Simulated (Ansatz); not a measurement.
Relaxation of the cluster Cs4H3 with UKS PBE0-D4/def2-TZVP.

```sh
$ ansatz run in.yaml --threads 4 --pin off --events-out ev --progress --plain --max-ram 3916MiB
```

```yaml
crystal:
  periodic: [false, false, false]
  atoms:
    - {symbol: Cs, position_ang: [-3.536680, 1.206210, -1.870540]}
    - {symbol: Cs, position_ang: [2.008120, 1.671940, 3.260950]}
    - {symbol: Cs, position_ang: [0.391080, 0.184920, -0.439380]}
    - {symbol: Cs, position_ang: [2.890400, -2.620270, -2.885390]}
    - {symbol: H, position_ang: [-2.466880, 0.832920, -1.559860]}
    - {symbol: H, position_ang: [-0.940920, -2.454760, 1.239560]}
    - {symbol: H, position_ang: [1.654870, 1.179040, 2.254660]}
basis:
  gaussian: {orbitals: def2-TZVP}
magnetization: {spin_polarized: true, initial_magnetization: 1}
hamiltonian: {xc: pbe0, dispersion: d4}
scf: {lower_state_search: "off"}
output: {orbitals: {seedname: orbitals}}
relax: {f_tol: 0.02, max_steps: 100}
```

It took 3.5 min on 4 threads of Arm Neoverse V2 on a shared host.

Positions (Å) and forces (eV/Å) at steps 1, 2, 3, 4, 5, 6, 7, 8, 9, 10, 11, 12, 13, 14, 15, 16, 17, 18, 19, 20, 21, 22, 23, 24, 25, 26, 27, 28, 31, 32, 33, 34, 35, 36, 37, 40, 43, 44, 45 of 51:

```xyz
7
step=1 energy=-2215.6139 eV
Cs   -3.537    1.206   -1.871  -33.636   11.442   -9.669
Cs    2.008    1.672    3.261   11.034   15.197   31.671
Cs    0.391    0.185   -0.439   -0.051   -0.555    0.106
Cs    2.890   -2.620   -2.885    0.014   -0.098   -0.006
H    -2.467    0.833   -1.560   33.361  -11.378    9.594
H    -0.941   -2.455    1.240    0.224    0.493   -0.287
H     1.655    1.179    2.255  -10.946  -15.101  -31.409
7
step=2 energy=-2232.0734 eV
Cs   -3.719    1.262   -1.921  -10.663    3.380   -2.969
Cs    2.066    1.748    3.434    3.425    4.564   10.069
Cs    0.392    0.169   -0.439   -0.218   -0.467    0.278
Cs    2.891   -2.624   -2.886    0.021   -0.118   -0.012
H    -2.296    0.780   -1.513   10.595   -3.285    2.936
H    -0.935   -2.442    1.232    0.235    0.387   -0.290
H     1.601    1.107    2.093   -3.395   -4.461  -10.012
7
step=3 energy=-2237.4295 eV
Cs   -3.898    1.300   -1.963   -3.591    0.925   -0.916
Cs    2.118    1.805    3.604    1.089    1.318    3.416
Cs    0.372    0.141   -0.415   -0.167   -0.467    0.223
Cs    2.889   -2.631   -2.883    0.010   -0.107   -0.001
H    -2.110    0.752   -1.472    3.477   -0.790    0.842
H    -0.920   -2.428    1.215    0.201    0.290   -0.244
H     1.548    1.060    1.914   -1.019   -1.168   -3.320
7
step=4 energy=-2238.9463 eV
Cs   -4.090    1.294   -1.991   -0.919    0.081   -0.167
Cs    2.160    1.819    3.793    0.225    0.177    0.893
Cs    0.354    0.088   -0.390   -0.036   -0.487    0.083
Cs    2.889   -2.661   -2.880    0.004   -0.097    0.004
H    -1.935    0.794   -1.464    0.651    0.099    0.014
H    -0.902   -2.418    1.194    0.145    0.188   -0.174
H     1.524    1.085    1.738   -0.071    0.038   -0.654
7
step=5 energy=-2239.2534 eV
Cs   -4.210    1.207   -1.971   -0.331   -0.068   -0.011
Cs    2.157    1.742    3.922    0.041   -0.036    0.333
Cs    0.347    0.014   -0.376   -0.045   -0.343    0.079
Cs    2.888   -2.729   -2.873    0.010   -0.097   -0.002
H    -1.855    0.964   -1.525    0.137    0.192   -0.102
H    -0.891   -2.449    1.185    0.113    0.165   -0.137
H     1.564    1.251    1.639    0.074    0.187   -0.161
7
step=6 energy=-2239.3959 eV
Cs   -4.305    1.099   -1.930    0.048   -0.087    0.056
Cs    2.134    1.639    4.028   -0.051   -0.096   -0.036
Cs    0.343   -0.038   -0.367   -0.071   -0.169    0.092
Cs    2.883   -2.794   -2.862    0.016   -0.098   -0.009
H    -1.795    1.129   -1.606   -0.146    0.132   -0.115
H    -0.885   -2.450    1.179    0.091    0.165   -0.113
H     1.625    1.416    1.559    0.113    0.154    0.125
7
step=7 energy=-2239.4795 eV
Cs   -4.325    0.948   -1.800    0.168   -0.083    0.077
Cs    2.019    1.481    4.071   -0.082   -0.104   -0.154
Cs    0.400    0.009   -0.433   -0.072   -0.083    0.085
Cs    2.886   -2.879   -2.857    0.019   -0.096   -0.012
H    -1.764    1.206   -1.667   -0.217    0.088   -0.106
H    -0.892   -2.261    1.169    0.070    0.163   -0.090
H     1.676    1.495    1.517    0.113    0.116    0.200
7
step=8 energy=-2239.5758 eV
Cs   -4.300    0.800   -1.675    0.195   -0.080    0.082
Cs    1.907    1.322    4.069   -0.088   -0.104   -0.181
Cs    0.429    0.077   -0.471   -0.054   -0.022    0.061
Cs    2.873   -2.937   -2.838    0.020   -0.093   -0.013
H    -1.754    1.268   -1.743   -0.207    0.050   -0.077
H    -0.900   -2.093    1.163    0.047    0.175   -0.066
H     1.745    1.562    1.495    0.088    0.074    0.195
7
step=9 energy=-2239.6828 eV
Cs   -4.249    0.660   -1.549    0.203   -0.085    0.094
Cs    1.790    1.168    4.040   -0.100   -0.111   -0.187
Cs    0.467    0.160   -0.519   -0.033    0.018    0.034
Cs    2.856   -2.984   -2.815    0.020   -0.091   -0.013
H    -1.751    1.305   -1.801   -0.184    0.032   -0.062
H    -0.912   -1.912    1.159    0.022    0.184   -0.040
H     1.799    1.603    1.485    0.072    0.053    0.175
7
step=10 energy=-2239.8051 eV
Cs   -4.179    0.531   -1.422    0.207   -0.096    0.113
Cs    1.670    1.022    3.992   -0.119   -0.123   -0.189
Cs    0.505    0.243   -0.567   -0.010    0.050    0.006
Cs    2.837   -3.022   -2.791    0.021   -0.089   -0.015
H    -1.750    1.328   -1.848   -0.157    0.023   -0.053
H    -0.926   -1.733    1.158   -0.005    0.194   -0.012
H     1.843    1.630    1.478    0.062    0.041    0.150
7
step=11 energy=-2239.9416 eV
Cs   -4.096    0.415   -1.291    0.225   -0.105    0.137
Cs    1.544    0.889    3.930   -0.143   -0.136   -0.204
Cs    0.543    0.324   -0.616    0.020    0.065   -0.028
Cs    2.818   -3.051   -2.768    0.022   -0.088   -0.016
H    -1.742    1.336   -1.882   -0.153    0.022   -0.054
H    -0.942   -1.552    1.159   -0.035    0.200    0.019
H     1.876    1.639    1.467    0.062    0.041    0.146
7
step=12 energy=-2240.0960 eV
Cs   -4.000    0.304   -1.162    0.237   -0.109    0.160
Cs    1.419    0.759    3.854   -0.167   -0.143   -0.213
Cs    0.572    0.394   -0.654    0.048    0.097   -0.060
Cs    2.804   -3.081   -2.750    0.024   -0.086   -0.019
H    -1.742    1.355   -1.916   -0.134    0.009   -0.043
H    -0.962   -1.394    1.166   -0.061    0.207    0.047
H     1.908    1.662    1.463    0.052    0.024    0.128
7
step=13 energy=-2240.2640 eV
Cs   -3.900    0.210   -1.024    0.253   -0.107    0.181
Cs    1.284    0.645    3.773   -0.188   -0.144   -0.227
Cs    0.613    0.467   -0.705    0.072    0.101   -0.087
Cs    2.788   -3.102   -2.732    0.026   -0.085   -0.021
H    -1.734    1.345   -1.934   -0.135    0.010   -0.048
H    -0.978   -1.217    1.167   -0.084    0.198    0.073
H     1.926    1.652    1.454    0.056    0.027    0.129
7
step=14 energy=-2240.4339 eV
Cs   -3.792    0.127   -0.884    0.254   -0.096    0.189
Cs    1.144    0.542    3.685   -0.198   -0.134   -0.229
Cs    0.651    0.532   -0.752    0.072    0.083   -0.086
Cs    2.776   -3.119   -2.717    0.029   -0.085   -0.024
H    -1.726    1.330   -1.947   -0.138    0.010   -0.050
H    -0.994   -1.050    1.169   -0.079    0.195    0.067
H     1.941    1.638    1.446    0.059    0.026    0.132
7
step=15 energy=-2240.6034 eV
Cs   -3.680    0.063   -0.739    0.237   -0.093    0.196
Cs    0.997    0.456    3.590   -0.204   -0.130   -0.212
Cs    0.689    0.588   -0.798    0.054    0.091   -0.067
Cs    2.774   -3.145   -2.712    0.031   -0.085   -0.026
H    -1.737    1.323   -1.971   -0.096   -0.001   -0.033
H    -1.010   -0.919    1.175   -0.062    0.207    0.049
H     1.966    1.634    1.456    0.040    0.010    0.093
7
step=16 energy=-2240.7629 eV
Cs   -3.558   -0.002   -0.601    0.175   -0.076    0.181
Cs    0.857    0.369    3.485   -0.185   -0.106   -0.153
Cs    0.725    0.642   -0.842    0.043    0.123   -0.058
Cs    2.780   -3.182   -2.715    0.033   -0.084   -0.028
H    -1.757    1.322   -1.989   -0.041   -0.017   -0.014
H    -1.034   -0.785    1.188   -0.043    0.171    0.031
H     1.985    1.636    1.474    0.019   -0.012    0.041
7
step=17 energy=-2240.8872 eV
Cs   -3.446   -0.057   -0.451    0.096   -0.039    0.107
Cs    0.705    0.292    3.391   -0.110   -0.056   -0.083
Cs    0.774    0.732   -0.903    0.032    0.118   -0.045
Cs    2.794   -3.225   -2.727    0.030   -0.077   -0.025
H    -1.764    1.296   -1.992   -0.033   -0.028    0.004
H    -1.054   -0.651    1.198   -0.015    0.106    0.007
H     1.991    1.611    1.483    0.001   -0.025    0.035
7
step=18 energy=-2240.9481 eV
Cs   -3.374   -0.103   -0.307    0.002   -0.002   -0.001
Cs    0.561    0.228    3.335    0.001   -0.002   -0.002
Cs    0.854    0.879   -1.003   -0.047    0.107    0.041
Cs    2.815   -3.292   -2.743    0.021   -0.064   -0.017
H    -1.796    1.238   -1.976    0.016   -0.023    0.003
H    -1.043   -0.506    1.173    0.010    0.009   -0.012
H     1.983    1.556    1.521   -0.003   -0.025   -0.014
7
step=19 energy=-2240.9623 eV
Cs   -3.339   -0.142   -0.290   -0.069   -0.017   -0.047
Cs    0.545    0.184    3.305    0.053   -0.007    0.066
Cs    0.818    1.056   -0.979    0.014    0.060   -0.021
Cs    2.777   -3.303   -2.701    0.011   -0.048   -0.008
H    -1.800    1.160   -2.022   -0.025    0.001    0.000
H    -1.036   -0.436    1.159    0.013    0.009   -0.015
H     2.035    1.482    1.527    0.002    0.003    0.024
7
step=20 energy=-2240.9760 eV
Cs   -3.382   -0.219   -0.331    0.067    0.008   -0.024
Cs    0.597    0.115    3.351    0.018    0.004   -0.069
Cs    0.824    1.247   -1.004   -0.081    0.030    0.085
Cs    2.741   -3.342   -2.658    0.005   -0.040   -0.001
H    -1.839    1.098   -2.057    0.012    0.003   -0.003
H    -1.018   -0.326    1.130   -0.023   -0.007    0.025
H     2.078    1.428    1.569    0.002    0.002   -0.013
7
step=21 energy=-2240.9976 eV
Cs   -3.348   -0.297   -0.400    0.027   -0.013    0.004
Cs    0.669    0.040    3.318   -0.005   -0.016   -0.025
Cs    0.755    1.418   -0.945   -0.082    0.052    0.084
Cs    2.681   -3.381   -2.591    0.013   -0.063   -0.008
H    -1.864    1.070   -2.117    0.053    0.019   -0.007
H    -1.036   -0.257    1.143   -0.007    0.007    0.007
H     2.143    1.406    1.591    0.001    0.014   -0.055
7
step=22 energy=-2241.0312 eV
Cs   -3.311   -0.363   -0.443    0.013   -0.021   -0.001
Cs    0.715   -0.025    3.284    0.002   -0.021   -0.011
Cs    0.681    1.587   -0.880   -0.094    0.113    0.091
Cs    2.638   -3.434   -2.539    0.033   -0.122   -0.025
H    -1.862    1.048   -2.158    0.057    0.019    0.002
H    -1.045   -0.201    1.148   -0.004    0.019    0.002
H     2.185    1.388    1.588   -0.008    0.014   -0.058
7
step=23 energy=-2241.0631 eV
Cs   -3.285   -0.419   -0.469    0.036   -0.017   -0.014
Cs    0.744   -0.081    3.260    0.013   -0.019   -0.035
Cs    0.616    1.762   -0.826   -0.069   -0.004    0.075
Cs    2.613   -3.507   -2.505   -0.010   -0.026    0.013
H    -1.853    1.027   -2.182    0.065    0.024    0.015
H    -1.045   -0.150    1.143   -0.013    0.026    0.012
H     2.210    1.368    1.579   -0.022    0.016   -0.065
7
step=24 energy=-2241.0731 eV
Cs   -3.241   -0.459   -0.513    0.041   -0.010   -0.047
Cs    0.789   -0.120    3.216    0.045   -0.010   -0.043
Cs    0.497    1.853   -0.705    0.035    0.050   -0.043
Cs    2.608   -3.598   -2.491   -0.034    0.035    0.034
H    -1.778    1.070   -2.167   -0.073   -0.050   -0.001
H    -1.060   -0.150    1.159   -0.025    0.029    0.024
H     2.186    1.403    1.501    0.011   -0.043    0.076
7
step=25 energy=-2241.1059 eV
Cs   -3.150   -0.577   -0.593    0.021   -0.013   -0.009
Cs    0.872   -0.239    3.129    0.008   -0.015   -0.021
Cs    0.418    2.024   -0.635   -0.005    0.023    0.003
Cs    2.494   -3.564   -2.371   -0.038    0.048    0.036
H    -1.742    1.024   -2.196    0.007   -0.026   -0.013
H    -1.108   -0.024    1.199   -0.009    0.009    0.009
H     2.216    1.356    1.467    0.015   -0.025   -0.006
7
step=26 energy=-2241.1295 eV
Cs   -3.068   -0.669   -0.661    0.008   -0.009    0.034
Cs    0.942   -0.332    3.050   -0.033   -0.013   -0.005
Cs    0.328    2.172   -0.552   -0.026   -0.029    0.030
Cs    2.384   -3.505   -2.258   -0.020    0.037    0.018
H    -1.684    0.965   -2.234    0.073    0.010   -0.002
H    -1.157    0.072    1.244    0.002    0.000   -0.003
H     2.255    1.296    1.412   -0.004    0.003   -0.074
7
step=27 energy=-2241.1244 eV rejected
Cs   -2.985   -0.750   -0.714   -0.064    0.049    0.086
Cs    0.995   -0.416    2.970   -0.085    0.047    0.067
Cs    0.229    2.303   -0.456   -0.033   -0.058    0.041
Cs    2.289   -3.442   -2.161    0.101   -0.082   -0.101
H    -1.595    0.907   -2.261    0.103    0.035    0.022
H    -1.213    0.166    1.295    0.011   -0.015   -0.011
H     2.281    1.233    1.326   -0.033    0.024   -0.103
7
step=28 energy=-2241.1417 eV
Cs   -3.040   -0.691   -0.668    0.006    0.004    0.034
Cs    0.949   -0.356    3.023   -0.035    0.001   -0.003
Cs    0.275    2.231   -0.500   -0.019   -0.036    0.023
Cs    2.357   -3.465   -2.233   -0.003    0.025    0.001
H    -1.611    0.918   -2.239    0.066    0.006    0.006
H    -1.189    0.119    1.274   -0.004    0.002    0.004
H     2.259    1.244    1.343   -0.011   -0.001   -0.066
7
step=31 energy=-2241.1877 eV
Cs   -2.990   -0.644   -0.600   -0.069   -0.045    0.037
Cs    0.873   -0.319    2.975   -0.027   -0.041    0.075
Cs    0.173    2.306   -0.396    0.023   -0.032   -0.022
Cs    2.389   -3.246   -2.287    0.016    0.026   -0.020
H    -1.277    0.640   -2.181    0.058    0.022   -0.007
H    -1.370    0.331    1.450   -0.003    0.053   -0.002
H     2.202    0.932    1.039    0.001    0.017   -0.060
7
step=32 energy=-2241.2030 eV
Cs   -3.003   -0.643   -0.530    0.044    0.026   -0.028
Cs    0.804   -0.323    2.993    0.022    0.024   -0.048
Cs    0.177    2.275   -0.398    0.019    0.069   -0.026
Cs    2.440   -3.142   -2.351   -0.010    0.051    0.006
H    -1.122    0.536   -2.141   -0.070   -0.089    0.023
H    -1.457    0.484    1.531    0.004    0.003   -0.005
H     2.160    0.812    0.897   -0.010   -0.084    0.079
7
step=33 energy=-2241.2096 eV
Cs   -2.980   -0.639   -0.473   -0.061    0.028    0.015
Cs    0.746   -0.326    2.975   -0.013    0.032    0.060
Cs    0.218    2.252   -0.440   -0.032    0.141    0.021
Cs    2.450   -2.944   -2.381    0.102   -0.105   -0.100
H    -1.051    0.381   -2.088   -0.019   -0.045    0.004
H    -1.500    0.630    1.563    0.021   -0.007   -0.022
H     2.117    0.647    0.844    0.002   -0.043    0.023
7
step=34 energy=-2241.2183 eV
Cs   -3.020   -0.572   -0.410    0.048   -0.008   -0.036
Cs    0.680   -0.262    3.014    0.033   -0.009   -0.050
Cs    0.227    2.275   -0.451    0.014   -0.071   -0.009
Cs    2.553   -2.876   -2.498   -0.039    0.041    0.038
H    -0.954    0.224   -2.023   -0.044    0.014    0.035
H    -1.544    0.734    1.602    0.021    0.016   -0.024
H     2.059    0.477    0.766   -0.033    0.015    0.046
7
step=35 energy=-2241.2209 eV
Cs   -3.011   -0.610   -0.475   -0.006   -0.014    0.014
Cs    0.747   -0.294    3.003   -0.012   -0.015    0.009
Cs    0.215    2.296   -0.440    0.011   -0.067   -0.006
Cs    2.492   -3.000   -2.421   -0.016    0.038    0.014
H    -1.081    0.368   -2.060    0.024    0.016   -0.020
H    -1.454    0.605    1.516   -0.018    0.026    0.017
H     2.092    0.635    0.877    0.017    0.016   -0.027
7
step=36 energy=-2241.1973 eV rejected
Cs   -2.998   -0.633   -0.414   -0.027    0.012   -0.006
Cs    0.688   -0.323    2.997    0.007    0.015    0.025
Cs    0.261    2.185   -0.480   -0.003    0.113   -0.007
Cs    2.466   -2.802   -2.411    0.023   -0.040   -0.021
H    -1.071    0.280   -2.073    0.013   -0.028   -0.002
H    -1.458    0.745    1.508   -0.016   -0.044    0.021
H     2.112    0.548    0.873    0.003   -0.029   -0.011
7
step=37 energy=-2241.2199 eV rejected
Cs   -3.013   -0.615   -0.449   -0.030    0.020    0.015
Cs    0.722   -0.301    3.007   -0.014    0.021    0.030
Cs    0.240    2.253   -0.463   -0.034    0.062    0.031
Cs    2.486   -2.903   -2.423    0.074   -0.093   -0.072
H    -1.055    0.316   -2.064    0.006   -0.006    0.000
H    -1.478    0.668    1.536   -0.002    0.001    0.002
H     2.099    0.582    0.855    0.000   -0.006   -0.005
7
step=40 energy=-2241.1965 eV rejected
Cs   -3.025   -0.586   -0.430    0.091   -0.013   -0.041
Cs    0.701   -0.273    3.019    0.035   -0.018   -0.092
Cs    0.191    2.299   -0.415    0.070   -0.136   -0.064
Cs    2.590   -3.029   -2.524   -0.121    0.163    0.116
H    -1.021    0.315   -2.028   -0.046    0.001    0.014
H    -1.497    0.700    1.554   -0.018   -0.001    0.020
H     2.061    0.574    0.824   -0.011    0.004    0.047
7
step=43 energy=-2241.2256 eV
Cs   -3.012   -0.600   -0.442   -0.001    0.000    0.000
Cs    0.705   -0.289    3.007    0.000    0.000    0.000
Cs    0.230    2.260   -0.450    0.001    0.001    0.000
Cs    2.491   -2.928   -2.490   -0.003   -0.001   -0.003
H    -1.005    0.262   -2.038    0.004   -0.004    0.000
H    -1.497    0.695    1.545   -0.001    0.000    0.001
H     2.088    0.599    0.868    0.000    0.004    0.003
7
step=44 energy=-2241.2287 eV
Cs   -2.998   -0.584   -0.455   -0.056   -0.015   -0.004
Cs    0.688   -0.282    2.989    0.007   -0.021    0.056
Cs    0.234    2.248   -0.439   -0.003    0.045    0.001
Cs    2.384   -2.921   -2.573    0.022   -0.046   -0.047
H    -0.895    0.139   -2.024    0.023   -0.008    0.018
H    -1.532    0.689    1.556    0.018    0.018   -0.024
H     2.119    0.711    0.947   -0.012    0.026    0.000
7
step=45 energy=-2241.2395 eV
Cs   -2.981   -0.571   -0.479   -0.087   -0.033   -0.019
Cs    0.677   -0.281    2.965    0.026   -0.043    0.080
Cs    0.228    2.253   -0.416    0.016    0.035   -0.013
Cs    2.258   -2.957   -2.670    0.014   -0.038   -0.056
H    -0.775    0.020   -2.003    0.034   -0.010    0.037
H    -1.558    0.660    1.552    0.030    0.043   -0.036
H     2.152    0.875    1.051   -0.033    0.045    0.006
```

In the def2 sets Cs takes a core potential; there is no spin–orbit coupling. The relaxation made no stability test and no search for a lower SCF solution. Another isomer (doublet) lies 0.23 eV lower at PBE0-D4/def2-TZVP; other spin states weren't run for this one.
